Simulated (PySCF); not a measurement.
Ranking problems on computed properties.

Species are written as SMILES; each is one conformer at its optimised geometry, gas phase, non-relativistic unless stated; the electronic structure was computed with PySCF and density fitting.

Dipoles, sizes and rotational constants follow the conformer. The torsions of the flexible species, by atom-mapped SMILES:
- `[CH3:1][CH2:2][NH:3][CH2:4][c:5]1[cH:6][cH:7][cH:8][s:9]1`: C1–C2–N3–C4 -179°, C2–N3–C4–C5 -64°, N3–C4–C5–C6 101°
- `[N:1]#[C:2]/[CH:3]=[C:4]1[CH:5]=[C:6]\1[CH2:7][CH2:8][Cl:9]`: C5–C6–C7–C8 0°, C6–C7–C8–Cl9 180°
- `[CH3:1][CH2:2][CH2:3][PH+:4]1[CH:5]=[CH:6][CH2:7][CH:8]=[CH:9]1`: C1–C2–C3–P4 54°, C2–C3–P4–C5 50°
- `[CH:1]#[C:2][CH2:3][P:4]([CH3:5])[C:6]([F:7])([F:8])[C:9]([F:10])([F:11])[F:12]`: C2–C3–P4–C5 -71°, C3–P4–C6–F7 41°, P4–C6–C9–F10 -168°
- `[CH2:1]=[CH:2][c:3]1[cH:4][c:5]([CH2:6][S:7][SiH3:8])[n:9][nH:10]1`: C1–C2–C3–C4 0°, C4–C5–C6–S7 89°, C5–C6–S7–Si8 55°
- `[CH:1]#[C:2][C:3]#[C:4][CH2:5][CH:6][CH:7]=[CH2:8]`: C4–C5–C6–C7 119°, C5–C6–C7–C8 -179°

The conformers of `N#CCP1CC[SiH](F)CC1` aren't listed.

(1) Rank by HOMO–LUMO gap, highest first (PBE0/pcSseg-1 at GFN2-xTB geometries).
A. `SC#N` (CHNS)
B. `N#C/C=C1C=C\1CCCl` (C7H6ClN)
C. `C1P(CC[SiH](C1)F)CC#N` (C6H11FNPSi)
D. `C([PH+]1C=CCC=C1)CC` ([C8H14P]+)
E. `CCNCC1=CC=CS1` (C7H11NS)

(2) Rank by dipole moment, highest first (PBE0/pcSseg-1 at GFN2-xTB geometries).
A. `C=Cc1cc(CS[SiH3])n[nH]1` (C6H10N2SSi)
B. `N#C/C=C1C=C\1CCCl` (C7H6ClN)
C. `C#CCP(C)C(F)(F)C(F)(F)F` (C6H6F5P)
D. `S=C=N` (CHNS)
E. `CCNCC1=CC=CS1` (C7H11NS)
F. `N#CS` (CHNS)

(3) Rank by HOMO energy, lowest first (PBE0/pcSseg-1 at GFN2-xTB geometries).
A. `N#CS` (CHNS)
B. `C#CCP(C)C(F)(F)C(F)(F)F` (C6H6F5P)
C. `CCNCc1cccs1` (C7H11NS)
D. `C1C=C[PH+](CCC)C=C1` ([C8H14P]+)
E. `N#C/C=C1C=C\1CCCl` (C7H6ClN)

(4) By how much do the two ends of that ranking differ?

(5) Rank by smallest rotational constant, highest first (GFN2-xTB).
A. `N#CS` (CHNS)
B. `CC#Cc1cc[cH-]c1` ([C8H7]-)
C. `N#C/C=C1C=C\1CCCl` (C7H6ClN)
D. `CCNCC1=CC=CS1` (C7H11NS)
E. `C#CCP(C)C(F)(F)C(F)(F)F` (C6H6F5P)
F. `C#CC#CC[CH]C=C` (C8H7) [radical]

(6) By how much do the two ends of that ranking differ?

Answers

(1) A (7.53 eV), C (7.31 eV), D (7.05 eV), E (5.95 eV), B (5.55 eV).

(2) B (5.46 D), A (3.66 D), F (3.49 D), D (2.22 D), C (2.06 D), E (1.08 D).

(3) D (-12.23 eV), A (-8.33 eV), B (-7.65 eV), E (-6.81 eV), C (-6.38 eV).

(4) By 5.85 eV, between `CCNCc1cccs1` and `CCC[PH+]1C=CCC=C1`.

(5) A (5.789 GHz), B (0.907 GHz), D (0.749 GHz), F (0.660 GHz), E (0.482 GHz), C (0.376 GHz).

(6) By 5.413 GHz, between `N#CS` (thiocyanic acid) and `N#C/C=C1C=C\1CCCl`.
